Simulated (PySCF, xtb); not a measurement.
C₃H₈O₂Si, SMILES O[C@H]1CO[SiH2]C1.

GFN2-xTB run with xtb 6.7.1 at its own geometry gives an orbital gap of 5.73 eV and a dipole moment of 2.42 D.

Geometry: PBE0-D3(BJ)/def2-SVP. The structure was generated by enumeration; whether it is a known compound was not checked. One conformer was computed; it need not be the lowest.

### Question
What does r2SCAN/def2-TZVP run with PySCF give? (An estimate is asked for; the answer gives what the named calculation found.)

### Answer
gap 6.64 eV (levels -6.62 and 0.02 eV), dipole 2.85 D.
